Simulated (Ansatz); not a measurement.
`N[SiH2]CO` + `N[Si](O)(F)F` → `N[SiH2]O[Si](N)(F)F` + CH₃OH  (ligand exchange at the Si–C bond)

Gas-phase electronic energies from Ansatz, PBE0-D4/def2-TZVP geometries. CCSD(T)/CBS adds triple-zeta CCSD(T) − MP2 to the extrapolated MP2 energy (def2 sets, frozen cores). This one scheme is used for every species. Functionals use def2-TZVPP. B3LYP here is the variant with VWN-RPA as its local correlation; programs differ in this. Each species was taken in one conformer, which may not be the lowest.

```csv
level,ΔE (kJ/mol),difference from CCSD(T)/CBS
PBE-D4,-121.6,18.4
r2SCAN-D4,-135.0,5.0
PBE0-D4,-130.6,9.4
B3LYP-D4,-143.0,-3.0
ωB97X-V,-137.0,3.0
ωB97M-V,-136.1,3.9
B2PLYP,-140.4,-0.4
PBE,-118.2,21.8
r2SCAN,-133.7,6.3
PBE0,-127.2,12.8
B3LYP,-137.8,2.2
HF/def2-TZVPP,-161.8,-21.8
MP2/def2-TZVPP,-140.5,-0.5
SCS-MP2/def2-TZVPP,-143.9,-3.9
CCSD/def2-TZVPP,-141.9,-1.9
CCSD(T)/def2-TZVPP,-138.6,1.4
HF/def2-QZVPP,-164.5,-24.5
MP2/def2-QZVPP,-142.2,-2.2
SCS-MP2/def2-QZVPP,-145.5,-5.5
HF/CBS(def2),-164.8,-24.8
MP2/CBS(def2),-141.9,-1.9
CCSD/CBS(def2),-143.3,-3.3
CCSD(T)/CBS,-140.0,0
```

Largest T1 diagnostic among the species: 0.011.

The D4 term adds −5.2 kJ/mol with B3LYP and −3.4 kJ/mol with PBE0; it sums over pairs of atoms, weighted by their polarisabilities, and B3LYP, whose exchange is more repulsive, gets the larger term. From PBE to PBE0 (25 % exact exchange), in def2-TZVPP and without D4, ΔE moves by −9.0 kJ/mol.
